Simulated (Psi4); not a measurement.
CH$_{2}$AlNO$_{3}$, singlet, geometry from GFN2-xTB (such geometries of metal compounds can be far from the true shape). Base run: CCSD(T)/def2-SVP (Psi4).

Here is a job for Psi4.
```
memory 2 GB

molecule mol {
0 1
  Al    0.785206    0.483208    0.159139
  N    -0.607479   -0.636458    0.029576
  C    -1.655313   -1.106871   -0.284197
  O    -2.658636   -1.617274   -0.549773
  O     0.663956    1.865642   -0.712600
  H     0.952521    2.705161   -1.038983
  O     2.065467    0.083642    1.109008
  H     2.457733   -0.546517    1.695252
}

set basis def2-svp
set reference rhf
set freeze_core true

energy('ccsd(t)')
print_variables()
```

Each row names what was changed in the base input (with any setting that the change needs).

```csv
change,ΔE vs base (mEh),MP2 correlation (Eh),basis functions,core-seconds (rough)
base,0.000,-0.87704,98,100
method = mp3,…,-0.87698,98,8
method = dlpno-mp2,37.971,-0.87691,98,6
method = qcisd(t),-1.428,-0.87704,98,60
method = mp2,37.900,-0.87698,98,5
method = fno-ccsd(t),0.000,-0.87704,98,70
method = ccsd,26.037,-0.87704,98,60
method = mp4,…,-0.87704,98,40
```

### Question
What belongs in the gaps?

### Answer

- method = mp3, ΔE vs base (mEh): 41.429
- method = mp4, ΔE vs base (mEh): -7.235
